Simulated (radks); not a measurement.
Results of a calculation; reference values are marked as such.
Charge is removed step by step from the 3p down level of the titanium ion Ti+, starting from [Ne] 3s2 3p(up 3, down 3) 3d2 4s1. Level of theory: scalar-relativistic Kohn-Sham, r2SCAN, spin-polarised, spherical densities, finite nucleus; open shells are filled with parallel spins first; meta-GGA in the generalised Kohn-Sham scheme; Fermi nuclear charge, rms radius 3.5921 fm (a radial shooting solver on a logarithmic mesh with Libxc functionals).

| removed (e) | E - E(0) (eV) | eigenvalue (eV) | E minus straight line (eV) |
|---|---|---|---|
| 0 | 0.000 | -45.829 | 0.000 |
| 0.25 | 11.868 | -49.166 | -1.320 |
| 0.5 | 24.592 | -52.670 | -1.783 |
| 0.75 | 38.210 | -56.308 | -1.353 |
| 1 | 52.751 | -60.055 | 0.000 |

Removing the whole electron costs 52.751 eV by Delta-SCF, against 45.829 eV from minus the eigenvalue at the starting occupation. Slater's transition state (half an electron removed) gives 52.670 eV. Integrating minus the eigenvalue over the occupation (Janak's theorem) gives 52.760 eV. In this scalar-relativistic scheme the density is built from large components alone, so the theorem holds only approximately. The mean slope of the eigenvalue, de/dn, is 14.2 eV per electron.
